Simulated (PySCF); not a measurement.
Correlation energy of Ir+ (iridium, charge +1)

[Xe] 4f14 5d7 6s1, high-spin 5F determinant. Computed with PySCF 2.14 in def2-TZVP with the def2 core potential (60 electrons), with scalar relativity through the core potential. Frozen: 5s2 5p6; 8 electrons correlated.

MP2 pair energies summed by pair of shells (mhartree):

```json
{"pair": "5d-5d", "energy": "-100.66", "share (%)": "76.6"}
{"pair": "5d-6s", "energy": "-30.83", "share (%)": "23.4"}
```

Total MP2 correlation energy: -131.49 mhartree.

Same-spin part -59.56 and opposite-spin part -71.92 mhartree; SCS-MP2 scales them by 1/3 and 6/5 to -106.16 mhartree.
